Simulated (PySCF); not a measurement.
Geometry (Å), atoms numbered from 1 in this order:
```xyz
16

C    -0.6114    2.3031    1.5120
C    -0.5807    1.4442    0.4985
C     0.1319    0.1943    0.5513
N     0.8206   -0.2421    1.5771
C     1.3256   -1.4458    1.2102
C     0.9344   -1.7412   -0.0602
N     0.1634   -0.6944   -0.5017
Si   -0.5961   -0.5574   -2.0744
H    -0.0898    2.0803    2.4259
H    -1.1485    3.2336    1.4549
H    -1.0994    1.6495   -0.4295
H     1.9348   -2.0160    1.8835
H     1.1323   -2.5903   -0.6814
H    -2.0410   -0.4653   -1.8669
H    -0.2259   -1.7786   -2.7820
H    -0.0580    0.6350   -2.7286
```

Calculated, not measured (PySCF): GFN2-xTB geometry, NMR shieldings at PBE0/pcSseg-1/GIAO. Non-relativistic Hamiltonian, single conformer, equivalent nuclei averaged, no solvent.

References, each an isolated molecule treated in the same way: TMS for 13C, 1H, 29Si; 15N vs NH3.

| atoms | nucleus | count | Hirshfeld charge | δ (ppm) |
| --- | --- | --- | --- | --- |
| Si8 | 29Si | 1 | 0.39 | -55.6 |
| N4 | 15N | 1 | -0.19 | ? |
| H13 | 1H | 1 | 0.05 | ? |
| C2 | 13C | 1 | -0.06 | 129.7 |
| C6 | 13C | 1 | -0.04 | 126.9 |
| H9 | 1H | 1 | 0.05 | 7.11 |
| C1 | 13C | 1 | -0.09 | ? |
| C5 | 13C | 1 | -0.04 | 137.6 |
| H12 | 1H | 1 | 0.06 | 7.37 |
| H10 | 1H | 1 | 0.05 | 5.71 |
| H11 | 1H | 1 | 0.04 | ? |
| H14/H15/H16 | 1H | 3 | -0.06 | 5.09 |
| N7 | 15N | 1 | -0.11 | 170.6 |
| C3 | 13C | 1 | 0.08 | 155.0 |

Q: Complete the table.

A: 
- C1: 125.3 ppm, terminal =CH2 carbon; as expected for a trigonal carbon in a double bond
- H13: 6.70 ppm, hydrogen on an aromatic CH next to a ring nitrogen; aromatic region
- H11: 6.60 ppm, hydrogen on an alkene CH; olefinic region
- N4: 306.4 ppm, pyridine-type nitrogen of an azole

Shifts are as computed. Against solution values, carbons near 30 ppm lie about +3 ppm off and those near 130 ppm about +5 ppm. Of 1313 compounds with measured shifts, 239 miss one by over three times the rms of a fit or turn the order of signals round; such compounds aren't used in these exercises. Experimental scales use liquid or dissolved standards, which lie at an offset from isolated NH3 (liquid NH3: subtract about 20 ppm). Unscaled 15N shifts of sp2 nitrogen come out 20 to 40 ppm too high even then.
